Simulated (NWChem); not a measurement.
System: CH$_{4}$BClO; SMILES COBCl

```xyz
8

B     -0.5127     0.0594     0.0000
H     -1.7054    -0.1322     0.0000
Cl     0.0919     1.7108     0.0000
O      0.3735    -0.9376     0.0000
C     -0.0023    -2.2939     0.0000
H      0.4150    -2.7841    -0.8923
H      0.4150    -2.7841     0.8923
H     -1.0975    -2.4156     0.0000
```
Atoms are numbered in this order, from 1.

All runs use the structure optimised with PBE0/def2-SVP.

Symmetry labels are those of Cs in the frame above (b1 and b2, or b-type labels, depend on it). States above −ε(HOMO) = 7.5 eV lie in this functional's continuum and hang on the basis.

List the 6 lowest vertical singlet excitations and the 6 lowest triplet ones from LDA (Slater exchange, VWN5)/6-31+G* (spherical d), full TDDFT (NWChem).


| state | energy (eV) | oscillator strength | symmetry | leading excitation (squared amplitude) |
|---|---|---|---|---|
| S1 | 6.06 | 0.003 | a" | HOMO → LUMO (0.99) |
| S2 | 6.74 | 0.001 | a" | HOMO−2 → LUMO (0.99) |
| S3 | 6.88 | 0.168 | a' | HOMO−1 → LUMO (0.90) |
| S4 | 7.21 | 0.031 | a' | HOMO → LUMO+1 (0.96) |
| S5 | 7.38 | 0.014 | a" | HOMO−1 → LUMO+1 (1.00) |
| S6 | 7.62 | 0.050 | a' | HOMO → LUMO+2 (0.98) |
| T1 | 5.81 | spin-forbidden | a" | HOMO → LUMO (0.99) |
| T2 | 5.86 | spin-forbidden | a' | HOMO−1 → LUMO (0.99) |
| T3 | 6.45 | spin-forbidden | a" | HOMO−2 → LUMO (0.99) |
| T4 | 6.91 | spin-forbidden | a' | HOMO−3 → LUMO (0.98) |
| T5 | 7.15 | spin-forbidden | a' | HOMO → LUMO+1 (1.00) |
| T6 | 7.33 | spin-forbidden | a" | HOMO−1 → LUMO+1 (1.00) |
